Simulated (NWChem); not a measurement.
System: silanone (SiH2O); SMILES [SiH2]=O

NWChem input:

```
start job
memory heap 200 mb stack 900 mb global 1100 mb
geometry units angstroms noautoz
  Si     0.000000     0.000000    -0.436952
  O      0.000000     0.000000     1.095095
  H      0.000000    -1.235351    -1.273402
  H      0.000000     1.235351    -1.273402
end
basis spherical
  * library def2-tzvp
end
dft
  xc xtpss03 ctpss03
  iterations 150
  grid medium becke
end
task dft gradient
```

Output (shortened):

```
             Northwest Computational Chemistry Package (NWChem) 7.3.0
             --------------------------------------------------------

 C2V symmetry detected

                             Geometry "geometry" -> ""
                             -------------------------

 Output coordinates in angstroms (scale by  1.889725989 to convert to a.u.)

  No.       Tag          Charge          X              Y              Z
 ---- ---------------- ---------- -------------- -------------- --------------
    1 Si                  14.0000     0.00000000     0.00000000    -0.44097817
    2 O                    8.0000     0.00000000     0.00000000     1.09106883
    3 H                    1.0000     0.00000000    -1.23535100    -1.27742817
    4 H                    1.0000     0.00000000     1.23535100    -1.27742817

 Effective nuclear repulsion energy (a.u.)      52.0007935892

      Symmetry information
      --------------------

 Group name             C2v
 Group number             16
 Group order               4
 No. of unique centers     3

                                 NWChem DFT Module
                                 -----------------

 Summary of "ao basis" -> "ao basis" (spherical)
 ------------------------------------------------------------------------------
       Tag                 Description            Shells   Functions and Types
 ---------------- ------------------------------  ------  ---------------------
 Si                        def2-tzvp                13       37   5s5p2d1f
 O                         def2-tzvp                11       31   5s3p2d1f
 H                         def2-tzvp                 4        6   3s1p

      Symmetry analysis of basis
      --------------------------

        a1         35
        a2          7
        b1         17
        b2         21

            General Information
            -------------------
          SCF calculation type: DFT
          Wavefunction type:  closed shell.
          No. of atoms     :     4
          No. of electrons :    24
           Alpha electrons :    12
            Beta electrons :    12
          Charge           :     0
          Spin multiplicity:     1
          Use of symmetry is: on ; symmetry adaption is: on
          Maximum number of iterations: 150
          AO basis - number of functions:    80
                     number of shells:    32
          Convergence on energy requested:  1.00D-06
          Convergence on density requested:  1.00D-05
          Convergence on gradient requested:  5.00D-04

              XC Information
              --------------
                  TPSS metaGGA Exchange Functional  1.000
             TPSS03 metaGGA Correlation Functional  1.000

             Grid Information
             ----------------
          Grid used for XC integration:  medium
          Radial quadrature: Mura-Knowles
          Angular quadrature: Lebedev.
          Tag              B.-S. Rad. Rad. Pts. Rad. Cut. Ang. Pts.
          ---              ---------- --------- --------- ---------
          Si                  1.10       88           7.0       590
          O                   0.60       49           9.0       434
          H                   0.35       45           8.0       434
          Grid pruning is: on
          Number of quadrature shells:   182
          Spatial weights used: Becke

      Superposition of Atomic Density Guess
      -------------------------------------

 Sum of atomic energies:        -364.61933615

      Non-variational initial energy
      ------------------------------

 Total energy =    -364.840653
 1-e energy   =    -607.674966
 2-e energy   =     190.833520
 HOMO         =      -0.389591
 LUMO         =      -0.055673

      Symmetry analysis of molecular orbitals - initial
      -------------------------------------------------

  Numbering of irreducible representations:

     1 a1          2 a2          3 b1          4 b2

  Orbital symmetries:

     1 a1          2 a1          3 a1          4 a1          5 b2
     6 b1          7 a1          8 a1          9 b2         10 a1
    11 b1         12 b2         13 b1         14 a1         15 a1
    16 b2         17 a1         18 b2         19 b1         20 a1
    21 a2         22 b2

   convergence    iter        energy       DeltaE   RMS-Dens  Diis-err
 ---------------- ----- ----------------- --------- --------- ---------
 d= 0,ls=0.0,diis     1   -365.8234414440 -4.18D+02  3.97D-02  1.22D+00
 d= 0,ls=0.0,diis     2   -362.9647517260  2.86D+00  3.56D-02  2.02D+01
 d= 0,ls=0.0,diis     3   -365.9790847005 -3.01D+00  1.59D-03  2.99D-02
 d= 0,ls=0.0,diis     4   -365.9808359825 -1.75D-03  7.79D-04  8.26D-03
 d= 0,ls=0.0,diis     5   -365.9818715334 -1.04D-03  2.01D-04  4.90D-04
  Resetting Diis
 d= 0,ls=0.0,diis     6   -365.9819328145 -6.13D-05  2.26D-05  1.85D-05
 d= 0,ls=0.0,diis     7   -365.9819342846 -1.47D-06  2.54D-05  1.25D-06
 d= 0,ls=0.0,diis     8   -365.9819327507  1.53D-06  1.81D-05  1.59D-05
 d= 0,ls=0.0,diis     9   -365.9819344250 -1.67D-06  1.03D-06  4.91D-08
 d= 0,ls=0.0,diis    10   -365.9819344288 -3.72D-09  2.27D-07  1.46D-09

         Total DFT energy =     -365.981934428753
      One electron energy =     -609.593603600050
           Coulomb energy =      221.888612508843
    Exchange-Corr. energy =      -30.277736926790
 Nuclear repulsion energy =       52.000793589244

 Numeric. integr. density =       23.999999831116

                  Occupations of the irreducible representations
                  ----------------------------------------------

                     irrep           alpha         beta
                     --------     --------     --------
                     a1                7.0          7.0
                     a2                0.0          0.0
                     b1                2.0          2.0
                     b2                3.0          3.0

                       DFT Final Molecular Orbital Analysis
                       ------------------------------------

 Vector   10  Occ=2.000000D+00  E=-3.149006D-01  Symmetry=a1
              MO Center= -1.0D-15,  1.0D-14,  8.4D-01, r^2= 1.5D+00
   Bfn.  Coefficient  Atom+Function         Bfn.  Coefficient  Atom+Function
  ----- ------------  ---------------      ----- ------------  ---------------
    45      0.406660  2 O  pz                48      0.320740  2 O  pz
    17     -0.198295  1 Si pz                51      0.198298  2 O  pz
     4     -0.172146  1 Si s                 42      0.156938  2 O  s
    41      0.151744  2 O  s                 14     -0.123074  1 Si pz
     8      0.113323  1 Si pz                40      0.109795  2 O  s

 Vector   11  Occ=2.000000D+00  E=-2.875644D-01  Symmetry=b1
              MO Center= -1.6D-15, -2.2D-16,  7.5D-01, r^2= 1.2D+00
   Bfn.  Coefficient  Atom+Function         Bfn.  Coefficient  Atom+Function
  ----- ------------  ---------------      ----- ------------  ---------------
    43      0.399326  2 O  px                46      0.331944  2 O  px
    15      0.253040  1 Si px                49      0.207339  2 O  px
    18      0.117301  1 Si px                 6     -0.094642  1 Si px
    12      0.091557  1 Si px                24     -0.060432  1 Si d  1
     9     -0.045883  1 Si px                29     -0.042929  1 Si d  1

 Vector   12  Occ=2.000000D+00  E=-2.514147D-01  Symmetry=b2
              MO Center= -2.6D-16,  6.0D-16,  6.9D-01, r^2= 1.6D+00
   Bfn.  Coefficient  Atom+Function         Bfn.  Coefficient  Atom+Function
  ----- ------------  ---------------      ----- ------------  ---------------
    44      0.428518  2 O  py                47      0.355749  2 O  py
    50      0.235137  2 O  py                71      0.142567  3 H  s
    77     -0.142567  4 H  s                 22      0.111063  1 Si d -1
    70      0.104800  3 H  s                 76     -0.104800  4 H  s
    19      0.086269  1 Si py                27      0.086010  1 Si d -1

 Vector   13  Occ=0.000000D+00  E=-1.094759D-01  Symmetry=b1
              MO Center=  4.7D-14,  6.1D-16, -4.5D-01, r^2= 2.8D+00
   Bfn.  Coefficient  Atom+Function         Bfn.  Coefficient  Atom+Function
  ----- ------------  ---------------      ----- ------------  ---------------
    15      0.472655  1 Si px                18      0.473412  1 Si px
    43     -0.243713  2 O  px                49     -0.215795  2 O  px
    46     -0.189754  2 O  px                 6     -0.142939  1 Si px
    29      0.140076  1 Si d  1              12      0.134987  1 Si px
    24      0.071363  1 Si d  1               9     -0.065699  1 Si px

 Vector   14  Occ=0.000000D+00  E=-3.347284D-02  Symmetry=a1
              MO Center=  9.4D-15, -1.2D-15, -5.4D-01, r^2= 3.5D+00
   Bfn.  Coefficient  Atom+Function         Bfn.  Coefficient  Atom+Function
  ----- ------------  ---------------      ----- ------------  ---------------
     5      1.371529  1 Si s                 71     -0.531569  3 H  s
    77     -0.531569  4 H  s                 42     -0.502160  2 O  s
     4      0.343484  1 Si s                 20      0.304848  1 Si pz
    51      0.216339  2 O  pz                 3     -0.214754  1 Si s
    45      0.177614  2 O  pz                70     -0.151256  3 H  s

 Vector   15  Occ=0.000000D+00  E= 1.572612D-02  Symmetry=a1
              MO Center= -3.2D-14, -2.8D-14, -8.7D-01, r^2= 4.1D+00
   Bfn.  Coefficient  Atom+Function         Bfn.  Coefficient  Atom+Function
  ----- ------------  ---------------      ----- ------------  ---------------
     5      1.283455  1 Si s                 20     -1.183932  1 Si pz
    71     -1.039626  3 H  s                 77     -1.039626  4 H  s
    28      0.258627  1 Si d  0              42      0.179271  2 O  s
    17     -0.162329  1 Si pz                 4      0.130567  1 Si s
    30      0.117424  1 Si d  2              25      0.108628  1 Si d  2

     Multipole analysis of the density
     ---------------------------------

     L   x y z        total         alpha         beta         nuclear
     -   - - -        -----         -----         ----         -------
     0   0 0 0     -0.000000    -12.000000    -12.000000     24.000000

     1   1 0 0     -0.000000     -0.000000     -0.000000      0.000000
     1   0 1 0      0.000000      0.000000      0.000000      0.000000
     1   0 0 1     -1.361692     -0.680846     -0.680846      0.000000

     2   2 0 0    -12.633450     -6.316725     -6.316725      0.000000
     2   1 1 0     -0.000000     -0.000000     -0.000000      0.000000
     2   1 0 1     -0.000000     -0.000000     -0.000000      0.000000
     2   0 2 0    -14.310158    -12.604852    -12.604852     10.899546
     2   0 1 1     -0.000000     -0.000000     -0.000000      0.000000
     2   0 0 2    -16.220028    -35.802831    -35.802831     55.385634

            General Information
            -------------------
          SCF calculation type: DFT
          Wavefunction type:  closed shell.
          No. of atoms     :     4
          No. of electrons :    24
           Alpha electrons :    12
            Beta electrons :    12
          Charge           :     0
          Spin multiplicity:     1
          Use of symmetry is: on ; symmetry adaption is: on
          Maximum number of iterations: 150
          AO basis - number of functions:    80
                     number of shells:    32
          Convergence on energy requested:  1.00D-06
          Convergence on density requested:  1.00D-05
          Convergence on gradient requested:  5.00D-04

              XC Information
              --------------
                  TPSS metaGGA Exchange Functional  1.000
             TPSS03 metaGGA Correlation Functional  1.000

             Grid Information
             ----------------
          Grid used for XC integration:  medium
          Radial quadrature: Mura-Knowles
          Angular quadrature: Lebedev.
          Tag              B.-S. Rad. Rad. Pts. Rad. Cut. Ang. Pts.
          ---              ---------- --------- --------- ---------
          Si                  1.10       88           7.0       590
          O                   0.60       49           9.0       434
          H                   0.35       45           8.0       434
          Grid pruning is: on
          Number of quadrature shells:   182
          Spatial weights used: Becke

          Convergence Information
          -----------------------
          Convergence aids based upon iterative change in
          total energy or number of iterations.
          Levelshifting, if invoked, occurs when the
          HOMO/LUMO gap drops below (HL_TOL):  1.00D-02
          DIIS, if invoked, will attempt to extrapolate
          using up to (NFOCK): 10 stored Fock matrices.

                    Damping( 0%)  Levelshifting(0.5)       DIIS
                  --------------- ------------------- ---------------
          dE  on:    start            ASAP                start
          dE off:    2 iters        150 iters           150 iters

                            NWChem DFT Gradient Module
                            --------------------------

  charge          =   0.00
  wavefunction    = closed shell

  Using symmetry

                         DFT ENERGY GRADIENTS

    atom               coordinates                        gradient
                 x          y          z           x          y          z
   1 Si      0.000000   0.000000  -0.833328    0.000000   0.000000   0.001098
   2 O       0.000000   0.000000   2.061821    0.000000   0.000000   0.001423
   3 H       0.000000  -2.334475  -2.413989    0.000000  -0.002000  -0.001261
   4 H       0.000000   2.334475  -2.413989    0.000000   0.002000  -0.001261
```

Level: TPSS/def2-TZVP. Coordinates come from a PBE0/def2-SVP optimisation.
